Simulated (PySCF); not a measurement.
**Nonlinear optical response: `C1=CCCCCCCC=1`, C9H14**

Molfile (atoms numbered from 1):
```
C9H14
     RDKit          3D

 23 23  0  0  0  0  0  0  0  0999 V2000
   -0.7982   -1.5348   -0.1247 C   0  0  0  0  0  0  0  0  0  0  0  0
   -1.9175   -0.8881    0.0852 C   0  0  0  0  0  0  0  0  0  0  0  0
   -2.1524    0.4964   -0.4720 C   0  0  0  0  0  0  0  0  0  0  0  0
   -0.9189    1.1804   -1.0615 C   0  0  0  0  0  0  0  0  0  0  0  0
    0.0447    1.8215   -0.0590 C   0  0  0  0  0  0  0  0  0  0  0  0
    0.8081    0.9316    0.9266 C   0  0  0  0  0  0  0  0  0  0  0  0
    1.8753   -0.0075    0.3276 C   0  0  0  0  0  0  0  0  0  0  0  0
    1.5950   -1.5067    0.5019 C   0  0  0  0  0  0  0  0  0  0  0  0
    0.4224   -1.9645   -0.3342 C   0  0  0  0  0  0  0  0  0  0  0  0
   -2.7152   -1.3392    0.6889 H   0  0  0  0  0  0  0  0  0  0  0  0
   -2.9428    0.4343   -1.2421 H   0  0  0  0  0  0  0  0  0  0  0  0
   -2.5805    1.1253    0.3302 H   0  0  0  0  0  0  0  0  0  0  0  0
   -0.3826    0.4654   -1.7084 H   0  0  0  0  0  0  0  0  0  0  0  0
   -1.2672    1.9840   -1.7311 H   0  0  0  0  0  0  0  0  0  0  0  0
   -0.5251    2.5639    0.5284 H   0  0  0  0  0  0  0  0  0  0  0  0
    0.7841    2.4095   -0.6320 H   0  0  0  0  0  0  0  0  0  0  0  0
    0.0946    0.3514    1.5326 H   0  0  0  0  0  0  0  0  0  0  0  0
    1.3054    1.6095    1.6397 H   0  0  0  0  0  0  0  0  0  0  0  0
    2.0028    0.2048   -0.7483 H   0  0  0  0  0  0  0  0  0  0  0  0
    2.8527    0.2107    0.7889 H   0  0  0  0  0  0  0  0  0  0  0  0
    2.4888   -2.0834    0.2184 H   0  0  0  0  0  0  0  0  0  0  0  0
    1.4132   -1.7197    1.5689 H   0  0  0  0  0  0  0  0  0  0  0  0
    0.6230   -2.5976   -1.2082 H   0  0  0  0  0  0  0  0  0  0  0  0
  1  2  2  0
  2  3  1  0
  3  4  1  0
  4  5  1  0
  5  6  1  0
  6  7  1  0
  7  8  1  0
  8  9  1  0
  9  1  2  0
  2 10  1  0
  3 11  1  0
  3 12  1  0
  4 13  1  0
  4 14  1  0
  5 15  1  0
  5 16  1  0
  6 17  1  0
  6 18  1  0
  7 19  1  0
  7 20  1  0
  8 21  1  0
  8 22  1  0
  9 23  1  0
M  END
```

Computed, not measured: quadratic response CAM-B3LYP/def2-SVPD first hyperpolarisability, Taylor convention, gas phase in PySCF 2.14.0. Geometry: PBE0-D3(BJ)/def2-SVP.

(1) Give β for the processes computed.

(2) Which lowest excitations, dipole and polarisabilities go with it?

Results:

(1) In au, Taylor convention; the vector part is βᵢ = ⅓ Σⱼ (βᵢⱼⱼ + βⱼᵢⱼ + βⱼⱼᵢ); β∥ is 3/5 of the vector part along the dipole, the dipole points from − to +:
```tsv
process	λ (nm)	β vector norm	β∥	β HRS	depolarisation ratio
static β(0;0,0)	∞	53.5	31.1	30.8	2.58
second harmonic β(−2ω;ω,ω)	1907	55.8	32.2	32.0	2.60
Pockels β(−ω;ω,0)	1907	54.2	31.4	–	–
second harmonic β(−2ω;ω,ω)	1064	61.4	35.2	35.1	2.66
Pockels β(−ω;ω,0)	1064	55.9	32.3	–	–
```

(2) S1 5.59 eV (f = 0.001); S2 5.87 eV (f = 0.001); S3 6.80 eV (f = 0.087); dipole 0.61 D; isotropic α 104.6 au static, 104.8 au at 1907 nm, 105.5 au at 1064 nm, 105.7 au at 953.5 nm, 108.4 au at 532 nm.
